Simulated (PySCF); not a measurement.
## The 16-electron isoelectronic series, non-relativistic

All values are computed (PySCF 2.14, energy differences of UHF-based or UKS calculations, no spin-orbit coupling). Each ion has its own even-tempered basis scaled to its charge (17s11p5d4f for the first); frozen: 1s2. Ionisation energies in eV.

```
  ion      configuration     UHF     LDA     PBE    PBE0  r2SCAN  MP2 (outer shells)  CCSD (outer shells)  NIST (with spin-orbit, Breit and QED)
Kr²⁰⁺  [Ne] 3s2 3p4 (3P)  875.39  877.82  877.95  877.78  877.59              876.38               876.35                        882.8 ± 1.3 (s)
Sr²²⁺  [Ne] 3s2 3p4 (3P)  1029.2  1031.7  1031.9  1031.7  1031.5              1030.2               1030.2                         1038 ± 1.5 (s)
Zr²⁴⁺  [Ne] 3s2 3p4 (3P)  1195.1  1197.7  1198.0  1197.7  1197.5              1196.1               1196.0                       1205.4 ± 1.7 (s)
Mo²⁶⁺  [Ne] 3s2 3p4 (3P)  1373.2  1375.8  1376.1  1375.9  1375.6              1374.2                  n/a                       1385.1 ± 1.9 (s)
Tc²⁷⁺  [Ne] 3s2 3p4 (3P)  1466.8     n/a     n/a     n/a     n/a              1467.8               1467.7                         1479.5 ± 2 (s)
Ru²⁸⁺  [Ne] 3s2 3p4 (3P)  1563.4  1566.1  1566.4  1566.2  1565.9              1564.4               1564.3                         1577 ± 2.1 (s)
Pd³⁰⁺  [Ne] 3s2 3p4 (3P)  1765.7  1768.4  1768.8  1768.5  1768.2              1766.7               1766.6                       1781.3 ± 2.3 (s)
Sn³⁴⁺  [Ne] 3s2 3p4 (3P)  2206.6  2209.4  2209.9  2209.6  2209.2              2207.5               2207.5                           2227 ± 3 (s)
Te³⁶⁺  [Ne] 3s2 3p4 (3P)  2445.2  2448.0  2448.6  2448.3  2447.8              2446.1               2446.1                           2472 ± 5 (t)
```

(1) Interpolate the row of Cd³²⁺.

Each ion has its own basis, which adds noise of up to about 0.1 % along the series.

NIST values marked (s) are semi-empirical, (t) theoretical. Open shells are high-spin determinants of the terms that Hund's rules give; for the heavier ions, far from LS coupling, these are not the ground levels.

All relativistic terms are absent from the calculated values; where these lie close to NIST, scalar and spin-orbit shifts of opposite sign can cancel.

Results:

(1) configuration [Ne] 3s2 3p4 (3P); UHF 1980.1; LDA 1982.9; PBE 1983.3; PBE0 1983.0; r2SCAN 1982.6; MP2 (outer shells) 1981.1; CCSD (outer shells) 1981.0; NIST (with spin-orbit, Breit and QED) 1998 ± 3 (s).
